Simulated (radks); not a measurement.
Results of a calculation; reference values are marked as such.
Coulomb parameter of the 5d shell of the osmium ion Os2+ in the model configuration [Xe] 4f14 5d5 6p1, as a second difference U = [E(n + 0.5) + E(n - 0.5) - 2 E(n)] / (0.5)^2 with all orbitals relaxed. "Bare": the charge of the atom changes with n. "Screened": the 6p shell takes up the change at fixed total charge, which measures U(5d,5d) + U(6p,6p) - 2 U(5d,6p). Level of theory: scalar-relativistic Kohn-Sham, PBEsol, spin-unpolarised, spherical densities, finite nucleus; Fermi nuclear charge, rms radius 5.4126 fm (a radial shooting solver on a logarithmic mesh with Libxc functionals).

\begin{tabular}{lrr}
case & configuration & E - E(n) (eV) \\ \hline
start & [Xe] 4f14 5d5 6p1 & 0.000 \\
bare +0.5 & [Xe] 4f14 5d5.5 6p1 & -11.867 \\
bare -0.5 & [Xe] 4f14 5d4.5 6p1 & 14.790 \\
screened +0.5 & [Xe] 4f14 5d5.5 6p0.5 & -5.367 \\
screened -0.5 & [Xe] 4f14 5d4.5 6p1.5 & 5.862 \\
\end{tabular}

U(bare) = 11.693 eV, U(screened by 6p) = 1.976 eV, against the Slater integral F0(5d,5d) = 15.039 eV with frozen orbitals.
